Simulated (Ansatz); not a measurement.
`[SiH3]C(Cl)I` + `N[SiH2]F` → `F[SiH2]N[SiH3]` + `ClCI` at 400 K and 1 bar (ligand exchange at the Si–C bond).

Isolated molecules relaxed with PBE0-D4/def2-TZVP in Ansatz; ΔE leaves out vibrations. CBS: MP2 limit from def2 TZ/QZ plus the TZ coupled-cluster correction, frozen cores. This one scheme is used for every species. Elements past krypton have def2 core potentials. For I outer-core shells are correlated without core-valence functions, which leaves a few kJ/mol of doubt a bond. Each species was taken in one conformer, which may not be the lowest.

```json
{"species": "`[SiH3]C(Cl)I`", "CCSD(T)/CBS energy (Eh)": "-1086.74423", "H − E (kJ/mol)": "141.9", "S (J/(mol·K))": "376.1"}
{"species": "`N[SiH2]F`", "CCSD(T)/CBS energy (Eh)": "-446.07709", "H − E (kJ/mol)": "143.8", "S (J/(mol·K))": "304.9"}
{"species": "`F[SiH2]N[SiH3]`", "CCSD(T)/CBS energy (Eh)": "-736.37696", "H − E (kJ/mol)": "194.2", "S (J/(mol·K))": "372.8"}
{"species": "`ClCI`", "CCSD(T)/CBS energy (Eh)": "-796.46468", "H − E (kJ/mol)": "92.9", "S (J/(mol·K))": "312.6"}
```

H − E and S are ideal-gas, rigid-rotor, harmonic terms from PBE0-D4/def2-TZVP, for one conformer and one mirror image of each species. 1 Eh = 2625.50 kJ/mol, R = 8.31446 J/(mol·K).

**Question.** By hand: ΔE, ΔH, ΔS and ΔG.

**Answer.** ΔE = (-736.37696) + (-796.46468) − (-1086.74423) − (-446.07709) = -0.02032 Eh = -53.4 kJ/mol. Δ(H − E) = 194.2 + 92.9 − 141.9 − 143.8 = 1.4, so ΔH = -52.0 kJ/mol. ΔS = 372.8 + 312.6 − 376.1 − 304.9 = 4.4 J/(mol·K). ΔG = -52.0 − 400 × (4.4)/1000 = -53.8 kJ/mol.

**Question.** By hand: the equilibrium constant, and the temperature at which ΔG would vanish if ΔH and ΔS stayed fixed.

**Answer.** log₁₀ K = −ΔG/(RT ln 10) = 7.0. ΔH and −TΔS have one sign here, so there is no such temperature. One of them is within its doubt of zero, so this could turn.

The number of gas molecules stays the same, so ΔS is small and ΔH decides. A doubt of 5 kJ/mol in ΔE shifts log₁₀ K by 0.7 here. Other conformers and mirror images would add mixing entropy, several J/(mol·K) or more a flexible species. These are equilibria of isolated gas molecules and say nothing of rates. Largest T1 diagnostic: 0.011 (customary marks: 0.02 for closed shells, 0.045 for open ones).
